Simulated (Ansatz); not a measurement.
Molecule: CH4NO, charge 1, multiplicity 1. It need not be the lowest isomer of its formula. 
Geometry from a B3LYP-D3(BJ)/def2-TZVP (Ansatz, a first-principles code) optimisation:
SMILES: C(N)=[OH+]
```xyz
7

N     -1.0990     0.2421     0.0493
C      0.1829     0.3869    -0.0655
O      1.0650    -0.5432    -0.0064
H     -1.5501    -0.6536     0.2031
H     -1.7032     1.0534    -0.0146
H      0.5909     1.3796    -0.2292
H      0.7372    -1.4496     0.1397
```
Charge +1, spin multiplicity 1.

Parts of the frozen-core correlation energy in 6-31G (Ansatz, hartree). Frozen orbitals: 3; correlated occupied orbitals by spin: 9 and 9; virtual: 23 and 23. Spin-orbit coupling is left out. Non-relativistic.

```json
[
 {"term": "reference (HF)", "value": "-169.18229"},
 {"term": "MP2 opposite-spin", "value": "-0.23684"},
 {"term": "MP2 same-spin", "value": "-0.07561"},
 {"term": "CCSD correlation", "value": "-0.33116"},
 {"term": "(T)", "value": "-0.00848"},
 {"term": "T1 diagnostic", "value": "0.018"},
 {"term": "largest doubles amplitude", "value": "0.079"}
]
```
